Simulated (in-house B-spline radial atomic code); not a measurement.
Configurations of the tellurium ion Te²⁺, with energies counted from [Kr] 4d10 5s2 5p2. Level of theory: Dirac-Hartree-Fock, average of configuration, Fermi nucleus of rms radius 4.7423 fm; calculated with an all-electron radial atomic-structure program (B-spline basis). Energies include first-order Breit, QED and recoil terms.

Occupations are held fixed; configurations that lie above the ionisation limit could autoionise.

```json
{"configuration": "[Kr] 4d10 4f1 5s2 5p1", "E - E(ref) (eV)": "18.149", "highest orbital": "4f5/2", "its <r> (bohr)": "5.196"}
{"configuration": "[Kr] 4d10 5s2 5p1 7g1", "E - E(ref) (eV)": "23.763", "highest orbital": "7g7/2", "its <r> (bohr)": "21.11"}
{"configuration": "[Kr] 4d10 5s2 5p1 9d1", "E - E(ref) (eV)": "23.831", "highest orbital": "9d5/2", "its <r> (bohr)": "24.26"}
{"configuration": "[Kr] 4d10 5s2 5p1 8g1", "E - E(ref) (eV)": "24.35", "highest orbital": "8g7/2", "its <r> (bohr)": "28.59"}
{"configuration": "[Kr] 4d10 5s1 5p2 9d1", "E - E(ref) (eV)": "34.124", "highest orbital": "9d5/2", "its <r> (bohr)": "24.14"}
{"configuration": "[Kr] 4d10 5s1 5p2 8g1", "E - E(ref) (eV)": "34.654", "highest orbital": "8g7/2", "its <r> (bohr)": "28.57"}
{"configuration": "[Kr] 4d10 5s1 5p2 9f1", "E - E(ref) (eV)": "34.953", "highest orbital": "9f5/2", "its <r> (bohr)": "35.56"}
{"configuration": "[Ar] 3d9 4s2 4p6 4d10 5s2 5p2 7g1", "E - E(ref) (eV)": "604.31", "highest orbital": "7g7/2", "its <r> (bohr)": "21.09"}
```

Order these further configurations by energy, lowest first.
A. [Kr] 4d10 5s2 5p1 7f1
B. [Kr] 4d9 5s2 5p2 6f1
C. [Kr] 4d10 5s1 5p3
D. [Kr] 4d10 5s1 5p2 6g1
E. [Ar] 3d9 4s2 4p6 4d10 5s2 5p2 8g1

C (10.471 eV), A (23.59 eV), D (33.163 eV), B (65.401 eV), E (604.9 eV).

How far above the reference does [Kr] 4d10 5s2 5p1 7d1 lie?

21.513 eV; its least bound orbital is 7d5/2 with <r> = 12.02 bohr.

How far above the reference does [Kr] 4d9 5s2 5p2 5g1 lie?

64.328 eV; its least bound orbital is 5g7/2 with <r> = 9.133 bohr.

How far above the reference does [Kr] 4d10 5s1 5p2 7d1 lie?

31.782 eV; its least bound orbital is 7d5/2 with <r> = 11.94 bohr.
